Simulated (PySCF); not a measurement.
lithium fluoride (FLi), singlet, at a GFN2-xTB geometry (such geometries of metal compounds can be far from the true shape); DF-B3LYP/cc-pVTZ (PySCF).

Here is a job for PySCF.
```python
from pyscf import gto, scf, dft

mol = gto.Mole()
mol.atom = '''
    Li   -0.000000   -0.000000   -1.140433
    F     0.000000    0.000000    0.380144
'''
mol.basis = 'cc-pvtz'
mol.charge = 0
mol.spin = 0
mol.verbose = 4
mol.build()

mf = dft.RKS(mol)
mf.xc = 'b3lyp'
mf = mf.density_fit(auxbasis='def2-universal-jkfit')
mf.kernel()
```

Output, abridged:

```
PySCF version 2.14.0

[INPUT] verbose = 4
[INPUT] num. atoms = 2
[INPUT] num. electrons = 12
[INPUT] charge = 0
[INPUT] spin (= nelec alpha-beta = 2S) = 0
[INPUT] symmetry False subgroup None
[INPUT] Mole.unit = angstrom
[INPUT] Symbol           X                Y                Z      unit          X                Y                Z       unit  Magmom
[INPUT]  1 Li     0.000000000000   0.000000000000  -1.140433000000 AA    0.000000000000   0.000000000000  -2.155106033416 Bohr   0.0
[INPUT]  2 F      0.000000000000   0.000000000000   0.380144000000 AA    0.000000000000   0.000000000000   0.718368047897 Bohr   0.0

nuclear repulsion = 9.39629147017218
number of shells = 18
number of NR pGTOs = 85
number of NR cGTOs = 60
basis = cc-pvtz
ecp = {}

******** <class 'pyscf.df.df_jk.DFRKS'> ********
method = DFRKS
initial guess = minao
damping factor = 0
level_shift factor = 0
DIIS = <class 'pyscf.scf.diis.CDIIS'>
diis_start_cycle = 1
diis_space = 8
diis_damp = 0
SCF conv_tol = 1e-09
SCF conv_tol_grad = None
SCF max_cycles = 50
direct_scf = False
XC library pyscf.dft.libxc version 7.1.2
    S. Lehtola, C. Steigemann, M. J. T. Oliveira, and M. A. L. Marques,  SoftwareX 7, 1–5 (2018)
XC functionals = b3lyp
    P. J. Stephens, F. J. Devlin, C. F. Chabalowski, and M. J. Frisch,  J. Phys. Chem. 98, 11623 (1994)
radial grids:
    Treutler-Ahlrichs [JCP 102, 346 (1995); DOI:10.1063/1.469408] (M4) radial grids

becke partition: Becke, JCP 88, 2547 (1988); DOI:10.1063/1.454033
pruning grids: <function nwchem_prune>
grids dens level: 3
symmetrized grids: False
atomic radii adjust function: <function treutler_atomic_radii_adjust>
small_rho_cutoff = 0
Set gradient conv threshold to 3.16228e-05
Initial guess from minao.
tot grids = 27984
******** <class 'pyscf.df.df.DF'> ********
auxbasis = def2-universal-jkfit
init E= -107.266447556443
  HOMO = -0.544314758071946  LUMO = -0.0909106325118749  gap/eV = 12.33775
cycle= 1 E= -107.34852335611  delta_E= -0.0821  |g|= 0.846  |ddm|= 0.866
  HOMO = -0.065162796342528  LUMO = -0.043470484441972  gap/eV = 0.59028
cycle= 2 E= -106.400405167363  delta_E= 0.948  |g|= 2.46  |ddm|= 1.33
  HOMO = -0.307960790473562  LUMO = -0.0484067696580048  gap/eV = 7.06282
cycle= 3 E= -107.470537101228  delta_E= -1.07  |g|= 0.0456  |ddm|= 1.03
  HOMO = -0.279159304094047  LUMO = -0.0486816110974395  gap/eV = 6.27162
cycle= 4 E= -107.470945580103  delta_E= -0.000408  |g|= 0.0342  |ddm|= 0.0646
  HOMO = -0.28478889743989  LUMO = -0.0484312953165844  gap/eV = 6.43162
cycle= 5 E= -107.471125353942  delta_E= -0.00018  |g|= 0.00551  |ddm|= 0.0126
  HOMO = -0.285886606587971  LUMO = -0.0485992345989494  gap/eV = 6.45692
cycle= 6 E= -107.471129835962  delta_E= -4.48e-06  |g|= 0.000855  |ddm|= 0.00222
  HOMO = -0.286063339082257  LUMO = -0.0486269859862123  gap/eV = 6.46097
cycle= 7 E= -107.47112995041  delta_E= -1.14e-07  |g|= 4.88e-05  |ddm|= 0.000397
  HOMO = -0.286072479286203  LUMO = -0.0486288368075343  gap/eV = 6.46117
cycle= 8 E= -107.471129950857  delta_E= -4.47e-10  |g|= 2.49e-06  |ddm|= 3.56e-05
  HOMO = -0.286071306840077  LUMO = -0.0486289609938826  gap/eV = 6.46114
Extra cycle  E= -107.471129950856  delta_E= 9.38e-13  |g|= 4.27e-06  |ddm|= 3.23e-06
converged SCF energy = -107.471129950856
```
